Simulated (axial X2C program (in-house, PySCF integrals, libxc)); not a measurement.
**Te₂⁻ along the bond: HF, two-component**

Calculated with an in-house all-electron X2C program for linear molecules (integrals from PySCF). Two-component (2c) means X2C with spin–orbit coupling and atomic mean-field two-electron Coulomb and Gaunt terms. Basis: Te dyall-acv3z [12s13p9d5f1g] (cores contracted in-house); Gaussian nuclei, density fitting, unrestricted open shells. Masses: Te 129.906 u.

State: Ω = 3/2 (⟨Sz⟩ = 0.50, ⟨Lz⟩ = 1.00 at HF).

Results along the bond:

| R (Å) | HOMO (eV) | LUMO (eV) |
| --- | --- | --- |
| 2.325 | -1.67 | 3.72 |
| 2.432 | -1.90 | 3.69 |
| 2.512 | -2.06 | 3.67 |
| 2.592 | -2.21 | 3.65 |
| 2.672 | -2.35 | 3.63 |
| 2.765 | -2.50 | 3.59 |
| 2.859 | -2.50 | 3.56 |
| 2.979 | -2.32 | 3.44 |
| 3.126 | -2.14 | 3.24 |
| 3.340 | -1.93 | 2.96 |

The state is a single determinant with fixed occupations, the lowest that a limited PBE0 search found. The LUMO of an anion is an unbound level whose energy the basis sets.
